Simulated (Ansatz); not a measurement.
Cost and result for the atomization energy of C2H6AlNOSi (12 atoms, 13 bonds).

```xyz
12

C    -1.759   -1.746    0.468
C    -0.847   -0.604    0.278
N    -0.806    0.453    1.025
Al    0.540    0.623   -0.308
O     2.268    0.622   -0.056
Si    2.231    1.765   -1.295
H    -2.442   -1.610    1.314
H    -1.170   -2.655    0.616
H    -2.336   -1.906   -0.447
H    -1.424    0.572    1.831
H     2.992    1.375   -2.520
H     2.753    3.110   -0.907
```

The species carries charge 0 and has multiplicity 1. The bonds changed during the relaxation, so this is another structure than the one it started from. The geometry is a stationary point of PBE0-D4/def2-TZVP. It is one conformer, not always the lowest. Program: Ansatz. All runs use 4 threads of an Arm Neoverse V1 on a shared host. Times are those of one run each, without the atoms' runs, and a repeat can differ threefold. Electronic energies, without spin–orbit coupling; frozen cores. CCSD(T)/CBS adds CCSD(T) − MP2 in def2-TZVPP to the MP2 limit, and its time is that of the two runs behind it. T1 = 0.015. B3LYP takes the VWN-RPA correlation (the form of Gaussian; ORCA's B3LYP/G).

CCSD(T)/CBS is a level of theory with its own doubt, some kJ/mol a heavy atom from the limit and from the frozen cores, so smaller differences don't rank the functionals.

| level | functions | wall time |
| --- | --- | --- |
| PBE-D4/def2-TZVPP (with forces) | 292 | 3.8 s |
| PBE0-D4/def2-TZVPP | 292 | 4.6 s |
| r2SCAN-D4/def2-TZVPP (with forces) | 292 | 7 s |
| B3LYP-D4/def2-TZVPP (with forces) | 292 | 7.5 s |
| B2PLYP/def2-TZVPP | 292 | 9 s |
| ωB97X-V/def2-TZVPP | 292 | 12 s |
| ωB97M-V/def2-TZVPP (with forces) | 292 | 18 s |
| MP2/def2-QZVPP | 548 | 38 s |
| CCSD(T)/def2-TZVPP | 292 | 5.8 min |
| CCSD(T)/CBS(def2) | – | 6.4 min |

Problem. What atomization energy does each give, and how far from CCSD(T)/CBS? (Estimate.)

Solution. The calculation gave: 
```
                             level  atomization (kJ/mol)  difference from CCSD(T)/CBS  per bond
   PBE-D4/def2-TZVPP (with forces)                4581.7                         99.8       7.7
                PBE0-D4/def2-TZVPP                4480.9                         -1.0      -0.1
r2SCAN-D4/def2-TZVPP (with forces)                4501.7                         19.8       1.5
 B3LYP-D4/def2-TZVPP (with forces)                4472.7                         -9.2      -0.7
                 B2PLYP/def2-TZVPP                4429.2                        -52.7      -4.1
                ωB97X-V/def2-TZVPP                4503.7                         21.8       1.7
  ωB97M-V/def2-TZVPP (with forces)                4496.9                         15.0       1.2
                    MP2/def2-QZVPP                4519.5                         37.6       2.9
                CCSD(T)/def2-TZVPP                4346.1                       -135.8     -10.4
                 CCSD(T)/CBS(def2)                4481.9                          0.0       0.0
```

In def2-TZVPP, CCSD(T) changes the Hartree–Fock value by +1200.7 kJ/mol (the triples alone add +82.0 kJ/mol) and MP2 by +1292.6 kJ/mol; breaking electron pairs costs correlation energy, which Hartree–Fock lacks. From PBE to PBE0 (25 % exact exchange), in def2-TZVPP and without D4, the atomization energy moves by −97.0 kJ/mol: exact exchange takes away binding that semilocal exchange gives to molecules. The D4 term adds +41.2 kJ/mol with B3LYP and +21.8 kJ/mol with PBE0; it sums over pairs of atoms, weighted by their polarisabilities, and B3LYP, whose exchange is more repulsive, gets the larger term.
